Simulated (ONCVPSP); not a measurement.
## Potentials for Mo compared

Generated with ld1.x 7.5 (TM, RRKJ, ultrasoft, PAW), atompaw 4.2 or ONCVPSP 4.0.1. The cutoff is in Ry: for ld1.x and atompaw files where the sum of valence levels is converged to 10 mRy in a Bessel basis, for ONCV files where the hardest occupied wave has 1 mHa per electron of residual kinetic energy. The error is the largest all-electron minus pseudo excitation energy over each file’s own four to seven test configurations (ionisations up to +4, promotions, holes and added fractions of an electron), all of which were solved. The labels leave out finer settings (local radius, basis sizes, second energies), which also bear on the numbers. Spin-polarised tests are not counted. The rows are a selection from randomly drawn settings: files with unsolved tests, undetermined cutoffs or missed reference levels are left out.

| potential | cutoff (Ry) | largest error (meV) | bound ghosts |
| --- | --- | --- | --- |
| ONCV, PW91, non-relativistic, rc 1.90/1.60/2.40 (spd), local smoothed, core correction yes, reference 4s2 4p6 4d5 5s1, qcut 5.8/9.2/6.2, projectors 2/2/2 | 61 | +40 | none |
| ONCV, LDA (Perdew-Wang 92), scalar-relativistic, rc 1.80/1.75/2.10 (spd), local smoothed, core correction yes, reference 4s2 4p6 4d3, qcut 6.5/6.1/11.6, projectors 1/2/2 | 72 | +1630 | none |
| ONCV, revPBE, fully relativistic, rc 2.00/2.05/2.00 (spd), local smoothed, core correction yes, reference 4s2 4p6 4d5.5 5s0.5, qcut 5.9/6.6/6.9, projectors 2/1/2 | 34 | -337 | none |
| ONCV, PW91, scalar-relativistic, rc 1.90/1.60/1.60 (spd), local d, core correction no, reference 4s2 4p6 4d4 5s2, qcut 6.6/9.2/10.4, projectors 2/1/0 | 61 | -30 | none |
| ONCV, LDA (Perdew-Wang 92), scalar-relativistic, rc 1.65/1.90/2.00/1.60 (spdf), local smoothed, core correction no, reference 4s2 4p6 4d5 5p1, qcut 8.8/6.5/9.3/7.3, projectors 2/3/2/2 | 47 | -58 | none |

(1) Fill in the row for Mo: ONCV, PBEsol, fully relativistic, rc 2.05/1.25/2.45 (spd), local smoothed, core correction yes, reference 4s2 4p6 4d5 5s1, qcut 5.6/6.9/7.6, projectors 2/2/2.

Results:

(1) cutoff 82 Ry, largest error +20 meV, bound ghosts: none.
